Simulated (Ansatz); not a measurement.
Total energies of GeH2(OiPr)2 (C6H16GeO2) from Ansatz at PBE0-D4/def2-TZVP, gas phase (1 Eh = 27.2114 eV = 2625.5 kJ/mol). The reference geometry is relaxed at PBE-D4/def2-SVP.

| state | geometry | energy (Eh) |
| --- | --- | --- |
| charge 0 singlet | reference | -2465.20694 |
| charge 1 doublet | reference | -2464.86452 |
| charge 1 doublet | relaxed at PBE-D4/def2-SVP | -2464.87716 |
| charge -1 doublet | reference | -2465.13516 |
| free Ge atom (triplet) | – | -2076.65516 |
| free H atom (doublet) | – | -0.50104 |
| free O atom (triplet) | – | -75.01860 |
| free C atom (triplet) | – | -37.80537 |

Question: Work out the vertical ionisation energy to the doublet.

Answer: E(charge 1 doublet) − E(charge 0 singlet) = -2464.86452 − (-2465.20694) = 0.34242 Eh = 9.32 eV. For comparison, −ε of the highest occupied level is 7.67 eV at this level, 1.65 eV less.

Question: Work out the vertical electron affinity, to the doublet.

Answer: E(charge 0 singlet) − E(charge -1 doublet) = -2465.20694 − (-2465.13516) = -0.07178 Eh = -1.95 eV; negative, so the extra electron isn't bound. The basis lacks diffuse functions, which makes affinities too small.

Question: Give the fundamental gap IE − EA, the Mulliken electronegativity (IE + EA)/2 and the hardness (IE − EA)/2.

Answer: From the values in Eh: IE − EA = 0.34242 − (-0.07178) = 0.41420 Eh = 11.27 eV; (IE + EA)/2 = 3.68 eV; (IE − EA)/2 = 5.64 eV. The HOMO–LUMO gap of the same run is 8.36 eV, 2.91 eV smaller than the fundamental gap.

Question: How much does the charge 1 doublet relax, and what is the adiabatic ionisation energy?

Answer: Relaxation: -2464.86452 − (-2464.87716) = 0.01264 Eh = 0.34 eV. Adiabatic ionisation energy: 0.32978 Eh = 8.97 eV, without zero-point energy. 

Question: What is the binding energy per atom against free atoms?

Answer: Atoms: 1 × (-2076.65516) + 16 × (-0.50104) + 2 × (-75.01860) + 6 × (-37.80537) = -2461.54122 Eh. Binding: -2461.54122 − (-2465.20694) = 3.66572 Eh = 99.75 eV, or 3.99 eV for each of 25 atoms (no zero-point energy, no counterpoise term).

At PBE0-D4/def2-TZVP the highest occupied level of the charge -1 doublet lies above zero (up to 3.27 eV). By energy differences it is unbound by 1.95 eV (vertical, against the charge 0 singlet, at PBE0-D4/def2-TZVP) and held by the finite basis.
